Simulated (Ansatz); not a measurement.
Si$_{2}$H$_{7}$Cl$_{2}$O$_{2}$F, closed shell: a saddle search.

The input file, in.yaml:

```yaml
crystal:
  periodic: [false, false, false]
  atoms:
    - {symbol: Si, position_ang: [-0.480540, -0.384136, -0.897776]}
    - {symbol: Si, position_ang: [-0.399223, -0.668897, 1.615552]}
    - {symbol: Cl, position_ang: [-2.044926, -1.374265, -1.892543]}
    - {symbol: Cl, position_ang: [0.821057, -2.186520, -0.826336]}
    - {symbol: O, position_ang: [0.545406, 0.457498, -1.867361]}
    - {symbol: H, position_ang: [0.418535, 2.391203, 0.420195]}
    - {symbol: F, position_ang: [-1.467384, 0.881409, -0.585412]}
    - {symbol: H, position_ang: [0.484222, 0.745889, 0.681864]}
    - {symbol: O, position_ang: [0.900605, 1.596730, 0.306235]}
    - {symbol: H, position_ang: [-0.836415, 0.331613, 2.553298]}
    - {symbol: H, position_ang: [0.968349, -1.508001, 2.134398]}
    - {symbol: H, position_ang: [-1.334147, -1.616045, 1.385306]}
    - {symbol: H, position_ang: [1.241860, -0.191571, -2.211547]}
    - {symbol: H, position_ang: [1.076204, 1.419138, -0.711634]}
basis:
  gaussian: {orbitals: def2-SVP}
hamiltonian: {xc: {name: BHLYP}, dispersion: d4}
saddle:
  f_tol: 0.05
  max_steps: 40
  mode_guess:
    - [0.0244, 0.0836, -0.1794]
    - [0.1215, 0.1507, 0.1030]
    - [-0.0106, -0.0245, -0.0019]
    - [-0.0711, 0.0626, 0.1262]
    - [-0.0537, -0.0524, -0.1495]
    - [0.0179, 0.0522, -0.0062]
    - [-0.0365, -0.1006, 0.0334]
    - [-0.3006, -0.7356, 0.0595]
    - [0.1398, 0.2297, -0.0380]
    - [-0.0361, 0.0206, 0.0934]
    - [0.0162, -0.0173, 0.0314]
    - [0.1114, 0.1446, -0.1502]
    - [0.0134, -0.0238, -0.0450]
    - [0.0639, 0.2102, 0.1234]
```

Run by:

```bash
ansatz run in.yaml --threads 4 --pin off --events-out ev --progress --plain --max-ram 66560MiB --backend cpu
```

Output of Ansatz 0.2.0:

```
Functional definition: BHLYP
  name "BHLYP"
  cite "Becke, J. Chem. Phys. 98, 1372 (1993) doi:10.1063/1.464304"
  cite "Becke, Phys. Rev. A 38, 3098 (1988) doi:10.1103/PhysRevA.38.3098"
  cite "Lee, Yang & Parr, Phys. Rev. B 37, 785 (1988) doi:10.1103/PhysRevB.37.785"
  parameter a = 0.5
  exchange = (1 - a)*b88_x + a*exact_x
  correlation = lyp_c
1493 factors; integrals over basis functions are off by at most 4.0e-4 eV
mean field evaluation 1: about -47700.7201 eV, gradient 5.4e1 eV
mean field evaluation 2: about -47700.7555 eV, gradient 5.6e1 eV
mean field evaluation 4: about -47705.7497 eV, gradient 1.6e0 eV
mean field evaluation 8: about -47705.7577 eV, gradient 8.5e-2 eV
mean field evaluation 16: about -47705.7577 eV, gradient 7.0e-5 eV
mean field -47705.75767482 eV, -1753.1542584257 hartree, gradient 7.0e-5 eV, S^2 0.000000; 0 other end points of the search recorded, 0 dependent functions left out
the calculation of the forces begins
reference -47705.75786534 eV, -1753.1542654270 hartree; 47, 47 occupied and 102, 102 virtual orbitals, 1493 factors
these checks for a lower state are left out or cut short: stability, starts, cluster_reference, orbital_swaps, neighbouring_geometries, increment
1493 factors; integrals over basis functions are off by at most 4.0e-4 eV
mean field -47705.76524246 eV, -1753.1545365313 hartree, gradient 2.2e-6 eV, S^2 0.000000; 0 other end points of the search recorded, 0 dependent functions left out
the calculation of the forces begins
reference -47705.76543293 eV, -1753.1545435309 hartree; 47, 47 occupied and 102, 102 virtual orbitals, 1493 factors
these checks for a lower state are left out or cut short: stability, starts, cluster_reference, orbital_swaps, neighbouring_geometries, increment
1493 factors; integrals over basis functions are off by at most 4.0e-4 eV
mean field -47705.74807427 eV, -1753.1539056120 hartree, gradient 1.2e-6 eV, S^2 0.000000; 0 other end points of the search recorded, 0 dependent functions left out
the calculation of the forces begins
reference -47705.74826478 eV, -1753.1539126130 hartree; 47, 47 occupied and 102, 102 virtual orbitals, 1493 factors
these checks for a lower state are left out or cut short: stability, starts, cluster_reference, orbital_swaps, neighbouring_geometries, increment
1493 factors; integrals over basis functions are off by at most 4.0e-4 eV
mean field evaluation 32: about -47705.8163 eV, gradient 6.3e-4 eV
mean field -47705.81630400 eV, -1753.1564130084 hartree, gradient 1.9e-6 eV, S^2 0.000000; 0 other end points of the search recorded, 0 dependent functions left out
the calculation of the forces begins
reference -47705.81649456 eV, -1753.1564200113 hartree; 47, 47 occupied and 102, 102 virtual orbitals, 1493 factors
saddle step   1: F+E_penalty+E_count = -47706.36403697 eV  max|allowed force component| = 4.284e0 eV/Å  curvature = +3.9718 eV/Å²  mode residual = 1.82e1 eV/Å²  Δτ_max = 0.0000 Å  (1 rotations, 4 force calls, 75 SCF iters)  cluster: 3 rotations left out, max|force component along them| = 3.470e-7 eV/Å
saddle step   2: F+E_penalty+E_count = -47707.26933771 eV  max|allowed force component| = 1.795e0 eV/Å  curvature = -5.8394 eV/Å²  mode residual = 4.57e0 eV/Å²  Δτ_max = 0.1477 Å  (1 rotations, 3 force calls, 63 SCF iters)  cluster: 3 rotations left out, max|force component along them| = 9.789e-8 eV/Å
saddle step   3: F+E_penalty+E_count = -47707.36992417 eV  max|allowed force component| = 8.606e-1 eV/Å  curvature = -6.7564 eV/Å²  mode residual = 4.46e0 eV/Å²  Δτ_max = 0.1084 Å  (1 rotations, 3 force calls, 60 SCF iters)  cluster: 3 rotations left out, max|force component along them| = 1.114e-7 eV/Å
saddle step   4: F+E_penalty+E_count = -47707.41722462 eV  max|allowed force component| = 5.167e-1 eV/Å  curvature = -7.4368 eV/Å²  mode residual = 3.29e0 eV/Å²  Δτ_max = 0.0439 Å  (1 rotations, 3 force calls, 69 SCF iters)  cluster: 3 rotations left out, max|force component along them| = 9.551e-8 eV/Å
saddle step   5: F+E_penalty+E_count = -47707.43204331 eV  max|allowed force component| = 1.976e-1 eV/Å  curvature = -8.2435 eV/Å²  mode residual = 3.77e0 eV/Å²  Δτ_max = 0.0269 Å  (1 rotations, 3 force calls, 68 SCF iters)  cluster: 3 rotations left out, max|force component along them| = 1.071e-7 eV/Å
saddle step   6: F+E_penalty+E_count = -47707.44591193 eV  max|allowed force component| = 2.820e-1 eV/Å  curvature = -9.2012 eV/Å²  mode residual = 2.41e0 eV/Å²  Δτ_max = 0.0466 Å  (1 rotations, 3 force calls, 69 SCF iters)  cluster: 3 rotations left out, max|force component along them| = 1.090e-7 eV/Å
saddle step   7: F+E_penalty+E_count = -47707.45283411 eV  max|allowed force component| = 2.384e-1 eV/Å  curvature = -9.8343 eV/Å²  mode residual = 2.15e0 eV/Å²  Δτ_max = 0.0467 Å  (1 rotations, 3 force calls, 69 SCF iters)  cluster: 3 rotations left out, max|force component along them| = 1.186e-7 eV/Å
saddle step   8: F+E_penalty+E_count = -47707.46039065 eV  max|allowed force component| = 2.241e-1 eV/Å  curvature = -10.3222 eV/Å²  mode residual = 9.87e-1 eV/Å²  Δτ_max = 0.0777 Å  (1 rotations, 3 force calls, 65 SCF iters)  cluster: 3 rotations left out, max|force component along them| = 1.774e-7 eV/Å
saddle step   9: F+E_penalty+E_count = -47707.46426909 eV  max|allowed force component| = 7.704e-2 eV/Å  curvature = -10.3011 eV/Å²  mode residual = 1.21e0 eV/Å²  Δτ_max = 0.0314 Å  (1 rotations, 3 force calls, 72 SCF iters)  cluster: 3 rotations left out, max|force component along them| = 1.474e-7 eV/Å
saddle step  10: F+E_penalty+E_count = -47707.46667833 eV  max|allowed force component| = 8.897e-2 eV/Å  curvature = -10.2474 eV/Å²  mode residual = 4.35e-1 eV/Å²  Δτ_max = 0.0266 Å  (1 rotations, 3 force calls, 72 SCF iters)  cluster: 3 rotations left out, max|force component along them| = 1.544e-7 eV/Å
saddle step  11: F+E_penalty+E_count = -47707.46878020 eV  max|allowed force component| = 1.935e-1 eV/Å  curvature = -10.2081 eV/Å²  mode residual = 4.32e-1 eV/Å²  Δτ_max = 0.0633 Å  (1 rotations, 3 force calls, 71 SCF iters)  cluster: 3 rotations left out, max|force component along them| = 1.568e-7 eV/Å
saddle step  12: F+E_penalty+E_count = -47707.47004966 eV  max|allowed force component| = 1.171e-1 eV/Å  curvature = -9.9255 eV/Å²  mode residual = 5.17e-1 eV/Å²  Δτ_max = 0.0175 Å  (1 rotations, 3 force calls, 67 SCF iters)  cluster: 3 rotations left out, max|force component along them| = 2.174e-7 eV/Å
saddle step  13: F+E_penalty+E_count = -47707.47092763 eV  max|allowed force component| = 5.374e-2 eV/Å  curvature = -10.0076 eV/Å²  mode residual = 3.17e-1 eV/Å²  Δτ_max = 0.0091 Å  (1 rotations, 3 force calls, 63 SCF iters)  cluster: 3 rotations left out, max|force component along them| = 2.747e-7 eV/Å
saddle step  14: F+E_penalty+E_count = -47707.47131639 eV  max|allowed force component| = 3.374e-2 eV/Å  curvature = -10.0500 eV/Å²  mode residual = 3.74e-1 eV/Å²  Δτ_max = 0.0121 Å  (1 rotations, 6 force calls, 102 SCF iters)  cluster: 3 rotations left out, max|force component along them| = 2.021e-7 eV/Å
saddle step  15: F+E_penalty+E_count = -47707.47188020 eV  max|allowed force component| = 1.005e-2 eV/Å  curvature = -10.0843 eV/Å²  mode residual = 1.65e-1 eV/Å²  Δτ_max = 0.0190 Å  (1 rotations, 10 force calls, 166 SCF iters)  cluster: 3 rotations left out, max|force component along them| = 1.893e-7 eV/Å
saddle search: the force at step 16 is within saddle.f_tol, and the search now checks the order of the point unasked, as it does wherever a lone molecule whose rigid rotations it leaves out would converge (saddle.isolated_cluster): at most 100 rotations across the mode and 202 force calls, two more next to a line or behind a second negative curvature, two more where it reads a positive, two for each turn that reads one and six more at each negative that it reads, and up to 22 at one that stands (24 where saddle.amplitude is under 0.005 Å), over each length that the point is read over (saddle.order_check: false declines the check)
saddle search: the rotation starts from a random direction (saddle.seed = 0)
saddle step  16: F+E_penalty+E_count = -47707.47198602 eV  max|allowed force component| = 1.871e-3 eV/Å  curvature = -9.9489 eV/Å² (error put at 0.0118; -9.9605 at half of saddle.amplitude)  mode residual = 1.88e-1 eV/Å²  Δτ_max = 0.0121 Å  (1 rotations, 105 force calls, 1489 SCF iters)  order check (unasked): positive, curvature across the mode = +0.2414 eV/Å²; +0.1562 less its residual, +0.1562 less it at half of saddle.amplitude; error put at 0.0000 (97 force calls)  cluster: 3 rotations left out, max|force component along them| = 2.070e-7 eV/Å
WARN: saddle search: converged after 16 steps; from 1 of them it moved with no negative curvature along its mode to follow; the point found lies 0.343 Å from the start (the largest move of one atom). A search that has climbed so is the less sure of closing on the saddle that was meant: its order check read positive: it found no second negative curvature, which short of reading every direction across the mode is no proof (saddle.order_check, Limitations), and says nothing of whether the point is that saddle. Compare its geometry with the start
Total energy: -47707.47217565 eV, -1753.2172651689 hartree
Atom 0 at    -0.474444    -0.451428    -0.910092 Å, force     0.000711     0.000114     0.000511 eV/Å
Atom 1 at    -0.274624    -0.717655     1.623181 Å, force     0.000033     0.000161     0.000059 eV/Å
Atom 2 at    -2.083269    -1.334018    -1.853916 Å, force    -0.000285    -0.000063    -0.000338 eV/Å
Atom 3 at     0.729405    -2.261741    -0.879289 Å, force    -0.000313     0.000255     0.000399 eV/Å
Atom 4 at     0.638967     0.412613    -1.834470 Å, force    -0.000083    -0.000131     0.000419 eV/Å
Atom 5 at     0.124303     2.254919     0.308360 Å, force     0.001558    -0.001282    -0.000118 eV/Å
Atom 6 at    -1.337025     0.937976    -0.550085 Å, force     0.000101     0.000105     0.000047 eV/Å
Atom 7 at     0.484639     0.624949     0.610042 Å, force     0.000050     0.000172    -0.000296 eV/Å
Atom 8 at     0.945901     1.748070     0.334954 Å, force    -0.001871     0.000763    -0.000730 eV/Å
Atom 9 at    -0.716453     0.346430     2.561831 Å, force    -0.000034    -0.000438    -0.000120 eV/Å
Atom 10 at     0.882717    -1.449979     2.167841 Å, force    -0.000143     0.000121    -0.000035 eV/Å
Atom 11 at    -1.429267    -1.619586     1.407455 Å, force     0.000484     0.000214    -0.000339 eV/Å
Atom 12 at     1.283501    -0.146634    -2.266800 Å, force    -0.000364     0.000085    -0.000195 eV/Å
Atom 13 at     1.119253     1.550130    -0.614773 Å, force     0.000157    -0.000075     0.000734 eV/Å
Dipole moment:     0.515858     0.658943     0.222199 e Å

[the SCF lines of later steps are left out]
```

The lines “mean field evaluation” count trial sets of orbitals through the whole run, from several starts and some on an approximate energy, so they need not fall steadily or lie above the final value.

Time: 5.8 min of wall clock on 4 CPU threads of an AMD EPYC 7R13; the host was shared. Peak host memory: 0.9 GiB.
